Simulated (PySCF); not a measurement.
Cl₂Te, singlet, at a GFN2-xTB geometry (core potentials on Te). Base run: BLYP/def2-SVP run with PySCF.

Input for PySCF:
```python
from pyscf import gto, scf, dft

mol = gto.M(
    atom='''
Te   -0.01170558    0.01195986    0.61430806
Cl    1.11463884    1.32379797   -0.94476070
Cl   -1.07883353   -1.36038108   -0.93429926
''',
    basis='def2-svp',
    ecp={'Te': 'def2-svp'},
    verbose=4,
)

mf = dft.RKS(mol)
mf.xc = 'blyp'
mf.kernel()
```

The base run was repeated with changes; each row names its change, and settings that it needs were set with it.

```csv
change,ΔE vs base (mEh),fitting functions,dipole (D),outcome
base,0.000,-,1.95,converged
auxbasis = autoaux,-0.078,518,1.95,converged
auxbasis = cc-pvtz-ri,-,-,-,input refused
auxbasis = def2-tzvp-ri,-,-,-,input refused
auxbasis = default (with mf = mf.density_fit()),-0.294,160,1.95,converged
auxbasis = def2-universal-jfit,-0.294,160,1.95,converged
auxbasis = cc-pvqz-jkfit,-,-,-,input refused
auxbasis = def2-universal-jkfit,-0.060,474,1.95,converged
auxbasis = even-tempered beta=1.6,-0.008,811,1.95,converged
auxbasis = even-tempered beta=3.0,-82.947,364,1.95,converged
```

A fitting set is made for a task (jfit for Coulomb, jkfit for Coulomb and exchange, ri for correlation) and for a family of orbital bases.

- auxbasis = cc-pvtz-ri: ended with `pyscf.lib.exceptions.BasisNotFoundError: Basis set not found for Te in cc-pvtz-ri`
- auxbasis = def2-tzvp-ri: ended with `pyscf.lib.exceptions.BasisNotFoundError: Basis set not found for Te in def2-tzvp-ri`
- auxbasis = cc-pvqz-jkfit: ended with `pyscf.lib.exceptions.BasisNotFoundError: Basis set not found for Te in cc-pvqz-jkfit`
